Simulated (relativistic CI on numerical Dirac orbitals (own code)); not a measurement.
Ru²⁺: L2,3 absorption edge

Computed with this model: Dirac-Coulomb-Breit CI, orbitals from a KLI potential per configuration, QED by a radiative potential, valence Slater integrals scaled by 0.7, multiplet model of core-to-valence dipole absorption; configurations [Kr] 4d6 → [He] 2s2 2p5 3s2 3p6 3d10 4s2 4p6 4d7; 300 K; Lorentzian 2.4 eV and Gaussian 0.5 eV FWHM. Energies are those of the free ion, without screening or charge transfer. The branching ratio is the share of the lower-energy edge in the whole absorption, uncertain by about 0.02 where the edges overlap. S is read from ⟨S²⟩ = S(S + 1).

Field parameters in Wybourne normalisation: D4h B²₀ = −7Ds, B⁴₀ = 21(Dq − Dt), B⁴₄ = 21√(5/14) Dq. The field is a parameter set, without covalency.

free ion: ground-state S = 1.99, centroid 2865.16 eV, branching ratio 0.807. Peaks (eV, height): 2840.2 (100), 2969.2 (27).

D4h, 10Dq = 23750, Ds = -1500, Dt = 670 cm⁻¹: ground-state S = 0.06, centroid 2873.50 eV, branching ratio 0.747. Peaks (eV, height): 2840.8 (100), 2969.8 (34).

D4h, 10Dq = 23750, Ds = 1070, Dt = 670 cm⁻¹: ground-state S = 0.06, centroid 2873.34 eV, branching ratio 0.748. Peaks (eV, height): 2840.8 (100), 2969.8 (34).

D4h, 10Dq = 23750, Ds = 2360, Dt = 670 cm⁻¹: ground-state S = 0.07, centroid 2872.94 eV, branching ratio 0.751. Peaks (eV, height): 2841.0 (100), 2970.2 (34).

D4h, 10Dq = 23750, Ds = 3000, Dt = 670 cm⁻¹: ground-state S = 0.08, centroid 2872.66 eV, branching ratio 0.753. Peaks (eV, height): 2840.2 (96), 2841.2 (100), 2970.5 (34).

The statistical ratio of this edge is 2/3 = 0.667. Values above it arise where the holes sit mainly in the j = l + 1/2 valence subshell or the ground state has high spin; values below it where core-valence Coulomb terms move weight to the upper edge, as in nearly empty shells. At deep edges of heavy elements the radial integrals of the two core levels differ, which raises the baseline.

Strongest unbroadened transitions for D4h, 10Dq = 23750, Ds = 3000, Dt = 670 cm⁻¹:

```csv
Energy (eV),Relative strength
2839.34,5.6
2839.61,33.0
2839.87,100.0
2841.09,5.1
2841.49,52.2
2841.52,24.0
2841.58,3.4
2841.63,14.6
2841.69,21.7
2841.77,11.3
2842.10,3.9
2842.12,8.7
2968.74,12.3
2968.88,29.1
2970.59,10.7
2970.61,25.8
2970.68,6.8
2970.76,7.2
```
